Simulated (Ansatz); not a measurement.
Input file for `OB(F)S[SiH3]`:

```yaml
crystal:
  periodic: [false, false, false]
  atoms:
    - {symbol: O, position_ang: [-0.585225, 0.873046, 1.158234]}
    - {symbol: B, position_ang: [-0.713050, 1.284108, -0.124291]}
    - {symbol: F, position_ang: [-1.340349, 2.427159, -0.399300]}
    - {symbol: S, position_ang: [-0.050181, 0.318282, -1.504637]}
    - {symbol: Si, position_ang: [0.789545, -1.319463, -0.394412]}
    - {symbol: H, position_ang: [-0.980919, 1.476506, 1.794593]}
    - {symbol: H, position_ang: [1.850453, -0.851756, 0.527941]}
    - {symbol: H, position_ang: [1.377065, -2.203837, -1.430319]}
    - {symbol: H, position_ang: [-0.258738, -2.050443, 0.355091]}
basis:
  gaussian: {orbitals: def2-TZVPP}
correlation: {method: ccsd_t}
```

```sh
$ ansatz run in.yaml --threads 4 --pin off --events-out ev --progress --plain --max-ram 10444MiB
```

Output of Ansatz, abridged:

```
Functional definition: HF
1405 factors; integrals over basis functions are off by at most 1.1e-3 eV
mean field evaluation 1: about -24161.9550 eV, gradient 4.0e1 eV
mean field evaluation 2: about -24162.2095 eV, gradient 4.0e1 eV
mean field evaluation 4: about -24165.4792 eV, gradient 3.3e0 eV
mean field evaluation 8: about -24165.5332 eV, gradient 2.9e-1 eV
mean field -24165.53361047 eV, -888.0669801977 hartree, gradient 3.8e-6 eV, S^2 0.000000; 0 other end points of the search recorded, 0 dependent functions left out
13 core orbitals not correlated: weight in the atoms' cores, before any rotation towards them, 1.000 or more for the frozen orbitals, at most 0.000 for the correlated occupied ones
reference -24165.53361047 eV, -888.0669801977 hartree; 15, 15 occupied and 205, 205 virtual orbitals, 1405 factors
second order -23.98037209 eV of doubles, -0.00000000 eV of singles
cycle   1  -24.36679650 eV  change   -3.9e-1 eV  update   1.1e-1
cycle   2  -24.93537220 eV  change   -5.7e-1 eV  update   3.1e-2
cycle   3  -25.06004605 eV  change   -1.2e-1 eV  update   1.6e-2
cycle   4  -25.04490639 eV  change    1.5e-2 eV  update   3.7e-3
cycle   5  -25.04246391 eV  change    2.4e-3 eV  update   1.6e-3
cycle   6  -25.04308518 eV  change   -6.2e-4 eV  update   4.7e-4
cycle   7  -25.04283387 eV  change    2.5e-4 eV  update   1.4e-4
cycle   8  -25.04275934 eV  change    7.5e-5 eV  update   4.7e-5
cycle   9  -25.04277677 eV  change   -1.7e-5 eV  update   2.0e-5
perturbative correction -0.93489868 eV, -0.0343568928 hartree
Total energy: -24191.51128592 eV, -889.0216421624 hartree
```

It took 73 s on 4 threads of an Arm Neoverse V2 on a shared host, with 4 GiB of host memory at the peak.

Correlation energy per correlated electron: -0.866 eV. T1 diagnostic: 0.0126.
